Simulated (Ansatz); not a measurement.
Input for Ansatz (a first-principles code): R-r2SCAN/def2-TZVPP on As2 (SMILES [As]#[As]).

Ansatz 0.2 input:
```yaml
crystal:
  periodic: [false, false, false]
  atoms:
    - {symbol: As, position_ang: [-1.05206766, 0.00000000, 0.00000000]}
    - {symbol: As, position_ang: [1.05206766, -0.00000000, -0.00000000]}
basis:
  gaussian:
    orbitals: def2-TZVPP
hamiltonian:
  xc: {name: r2SCAN}
scf: {lower_state_search: off}
```

**Question.** Predict the final total energy.

**Answer.** -4471.7432 hartree.
